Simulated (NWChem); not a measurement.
System: AlHOBrCl; SMILES [Al]([Br])([Cl])[OH]

NWChem input:

```
start job
memory heap 200 mb stack 900 mb global 1100 mb
geometry units angstroms noautoz
  Al     0.460964    -0.670445     0.000000
  Cl    -1.006298    -2.164915     0.000000
  Br    -0.124178     1.506475     0.000000
  O      2.086331    -1.185844     0.000000
  H      2.831861    -0.564502     0.000000
end
basis spherical
  Al library def2-svp
  Cl library def2-svp
  Br library def2-svp
  O library def2-svp
  H library def2-svp
end
dft
  xc hfexch
  iterations 150
  mulliken
end
task dft energy
```

The geometry was optimised at PBE-D3(BJ)/def2-SVP.

### Question
Predict the main results of this run. (Hartree-Fock/def2-SVP.) Quantities: basis functions; energy (Ha); highest occupied level (eV); orbital gap (eV); dipole (D).

### Answer
```json
{
  "number_of_basis_functions": "87",
  "energy (Ha)": "-3348.89",
  "highest occupied level (eV)": "-11.81",
  "orbital gap (eV)": "13.85",
  "dipole (D)": "2.01"
}
```
